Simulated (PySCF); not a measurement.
# Excitation energy of Ar²⁺ by level of theory

Ar²⁺ [Ne] 3s2 3p4 (3P) → Ar²⁺ [Ne] 3s2 3p3 3d1 (5D), as a difference of total energies. All numbers are calculated (PySCF 2.14, scalar relativity by spin-free X2C-1e, in aug-cc-pVTZ-DK). Correlated levels: valence: [Ne] frozen. The calculations carry no spin-orbit coupling.

```tsv
method	excitation energy (eV)
UHF	18.486
LDA	19.314
PBE	19.067
PBE0	19.115
r2SCAN	19.180
wB97X	19.540
MN15	19.706
BHandHLYP	19.380
M06-2X	19.586
MP2 (valence)	19.123
SCS-MP2 (valence)	19.289
```

**Question.** How much does correlation contribute at MP2 (valence)?

**Answer.** 19.123 − (18.486) = 0.637 eV, measured against UHF.

A first-order spin-orbit estimate (lowest level to lowest level, LS coupling) adds 0.061 eV.

The promoted electron is Rydberg-like, and one or two diffuse shells describe it only roughly, which tends to raise the upper state.
